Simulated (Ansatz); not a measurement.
Basis sets compared for In(pzH)Cl3 (C₃H₄Cl₃InN₂). Charge 0, multiplicity 1. Geometry PBE-D4/def2-SVP. Ansatz on 4 threads of Intel Xeon on a shared host; times are rough, and most runs start from earlier orbitals.

Cartesian coordinates in Å:
```
In 1.152 -0.507 -2.089
N 0.244 0.011 -0.065
C 0.697 0.452 1.122
C -0.380 0.592 2.020
C -1.510 0.206 1.292
N -1.087 -0.132 0.054
H 1.766 0.643 1.268
H -0.345 0.928 3.061
H -2.569 0.149 1.567
H -1.592 -0.470 -0.789
Cl 2.065 1.521 -2.878
Cl -1.049 -1.081 -2.913
Cl 2.608 -2.312 -1.651
```

In the def2 sets In takes a core potential; there is no spin–orbit coupling.

Binding counts from free atoms (In doublet, N quartet, C triplet, H doublet, Cl doublet) in the same basis, without a counterpoise term.

```csv
level,functions,energy (Eh),HOMO (eV),LUMO (eV),binding per atom (eV),wall time
PBE-D4/def2-SVP,170,-1795.7202,-6.91,-2.60,4.26,5.5 s
PBE-D4/def2-TZVP,340,-1796.4508,-7.19,-2.83,4.20,14 s
PBE0-D4/def2-SVP,170,-1795.8449,-8.38,-1.73,4.14,9.1 s
PBE0-D4/def2-TZVP,340,-1796.5672,-8.61,-1.93,4.09,31 s
```

Task: Estimate the rows for PBE-D4/def2-TZVPD, PBE0-D4/def2-TZVPD.

Result: 
| level | functions | energy (Eh) | HOMO (eV) | LUMO (eV) | binding per atom (eV) | wall time |
| --- | --- | --- | --- | --- | --- | --- |
| PBE-D4/def2-TZVPD | 415 | -1796.4540 | -7.25 | -2.92 | 4.20 | 23 s |
| PBE0-D4/def2-TZVPD | 415 | -1796.5697 | -8.64 | -2.02 | 4.09 | 41 s |
